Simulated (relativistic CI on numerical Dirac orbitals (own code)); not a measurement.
## Co3+ in a cubic cluster: 3p photoemission with charge transfer

Computed with a charge-transfer multiplet model of a cubic metal-ligand cluster with up to 3 ligand holes, Slater and spin-orbit integrals from Dirac-Coulomb-Breit ions, Slater integrals scaled by 0.7. The parameters are those of a tetrahedral site (10Dq negative, t2 hopping the larger). The ground state mixes d6 with configurations of k ligand holes L, whose averages lie at kΔ + k(k − 1)U_dd/2; a core hole lowers each added d electron by U_cd. 300 K, Lorentzian 0.9 eV and Gaussian 0.8 eV FWHM.

Atomic integrals in eV (Slater integrals scaled, ζ unscaled), ground: F2dd 8.824, F4dd 5.512, zeta_d 0.071; with the core hole: F2dd 9.526, F4dd 5.983, zeta_d 0.078, zeta_core 1.257, F2cd 10.009, G1cd 12.314, G3cd 7.560.

Cluster parameters (eV): Δ = 1.5, U_dd = 7.3, U_cd = 8.1, 10Dq = -0.15, 10Dq(ligand) = 0, final-state hopping factor = 0.8.

```csv
Case,n_d,d6,d7L,d8L2,d9L3,S
"V(eg) = 1.02 eV, V(t2g) = -1.74 eV",6.38,0.65,0.33,0.02,0.00,2.00
"V(eg) = 1.32 eV, V(t2g) = -2.25 eV",6.47,0.57,0.39,0.04,0.00,2.00
"V(eg) = 1.62 eV, V(t2g) = -2.76 eV",6.54,0.52,0.43,0.06,0.00,1.99
```

Weights, n_d and S are thermal averages at 300 K. Binding energies count from the first peak over 30 % of the highest in each spectrum, which can be another peak from case to case. The parameters are a model scan and need not match a compound or its usual spin state. Peaks in eV (height, largest 100):
- V(eg) = 1.02 eV, V(t2g) = -1.74 eV: 0.0 (100), 3.2 (78), 7.5 (82), 11.9 (39), 16.2 (38), 21.5 (17), 23.1 (21), 26.4 (28)
- V(eg) = 1.32 eV, V(t2g) = -2.25 eV: 0.0 (100), 3.3 (59), 6.3 (52), 8.4 (45), 12.6 (30), 16.4 (34), 20.0 (14), 23.0 (13), 24.1 (12), 27.7 (15)
- V(eg) = 1.62 eV, V(t2g) = -2.76 eV: 0.0 (100), 3.6 (47), 7.0 (42), 9.4 (29), 13.4 (24), 16.7 (24), 21.4 (12), 24.3 (9), 29.2 (9)

For the case V(eg) = 1.32 eV, V(t2g) = -2.25 eV, Δ = 1.5 eV is smaller than U_dd = 7.3 eV, the charge-transfer side of the Zaanen-Sawatzky-Allen scheme. With the core hole the average of the configuration with one ligand hole lies at Δ − U_cd = -6.6 eV before mixing: it lies below the unscreened one, so the lowest final states are mostly screened and the unscreened weight appears at higher binding energy as a satellite.
